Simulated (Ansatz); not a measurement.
Reaction (ligand exchange at the Si–O bond): `[SiH3][O][In]([Cl])[O][SiH3]` + `OBF` → `FBO[SiH3]` + `[OH][In]([Cl])[O][SiH3]`

Isolated molecules relaxed with PBE0-D4/def2-TZVP in Ansatz; ΔE leaves out vibrations. CCSD(T)/CBS adds triple-zeta CCSD(T) − MP2 to the extrapolated MP2 energy (def2 sets, frozen cores). This one scheme is used for every species. Functionals use def2-TZVPP. B3LYP here is the variant with VWN-RPA as its local correlation; programs differ in this. def2 core potentials past Kr. For In outer-core shells are correlated without core-valence functions, which leaves a few kJ/mol of doubt a bond. Each species was taken in one conformer, which may not be the lowest.

```json
{"level": "B3LYP", "ΔE (eV)": "0.13"}
{"level": "SCS-MP2/def2-TZVPP", "ΔE (eV)": "0.19"}
```

(1) What does CCSD(T)/CBS give? (Estimate.)

Largest T1 diagnostic among the species: 0.015.

## Answers

(1) The calculation gave: +0.17 eV. The listed levels differ from it by -0.04, 0.02 eV.

From BLYP to BHLYP (50 % exact exchange), in def2-TZVPP and without D4, ΔE moves by +0.06 eV. At CCSD(T), def2-SVP lies +0.15 eV from the extrapolated value and def2-TZVPP +0.02 eV.
